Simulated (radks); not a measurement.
All-electron atom: Nb31+ in [Ne]. Method: Dirac Kohn-Sham, relativistic LDA (MacDonald-Vosko exchange, VWN5 correlation), spin-unpolarised, spherical densities, finite nucleus; Fermi nuclear charge, rms radius 4.324 fm; computed with a radial shooting solver on a logarithmic mesh with Libxc functionals.

Spin-orbit splittings of the eigenvalues, e(l+1/2) - e(l-1/2), with zeta = 2 splitting/(2l+1) and mean radii in bohr:

shell  occ.  splitting (eV)  zeta (eV)  <r> j=l-1/2  <r> j=l+1/2
2p        6               ?          ?       0.1317       0.1359
3p        0           25.52      17.01       0.3556       0.3617

Estimate the 2p splitting.

Answer. 99.36 eV (zeta = 66.24 eV).
